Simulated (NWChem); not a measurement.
System: C₂H₇O cation; SMILES CC[OH2+]

```xyz
10

C      0.2885    -1.2588     0.0000
C     -0.6098    -0.0653     0.0000
O      0.1819     1.2369     0.0000
H     -0.3567    -2.1523     0.0000
H      0.9163    -1.3174    -0.9018
H      0.9163    -1.3174     0.9018
H     -1.2343     0.0439     0.8957
H     -1.2343     0.0439    -0.8957
H      0.7326     1.3746    -0.7956
H      0.7326     1.3746     0.7956
```
Atoms are numbered in this order, from 1.

Program: NWChem. Pople sets run with spherical d functions. All runs use the structure optimised with PBE0/def2-SVP.

Q: Order these by “orbital gap (eV)”, lowest first: PBE0/STO-3G; PBE0/6-31G*; PBE0/6-311G**.

A: PBE0/6-311G** (9.96), PBE0/6-31G* (10.31), PBE0/STO-3G (12.66)
